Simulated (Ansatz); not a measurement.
Ansatz (a program for electronic structure) input:

Ansatz 0.2 input:
```yaml
crystal:
  periodic: [false, false, false]
  atoms:
    - {symbol: Si, position_ang: [0.28344064, 0.30471263, 0.59046993]}
    - {symbol: F, position_ang: [1.03207766, 1.44351801, -0.14563200]}
    - {symbol: Cl, position_ang: [-0.77981577, -1.01515524, -0.40917007]}
basis:
  gaussian:
    orbitals: def2-TZVP
hamiltonian:
  xc: b3lyp
  dispersion: d3bj
total_charge: 1
magnetization: {spin_polarized: true, initial_magnetization: 1}
phonons: {temperatures: {t_min: 298.15, t_max: 298.15, t_step: 100}}
```

Question: Which total energy does the run end on?

Answer: -849.35489 Eh (B3LYP-D3(BJ)/def2-TZVP). The basis has 105 functions.
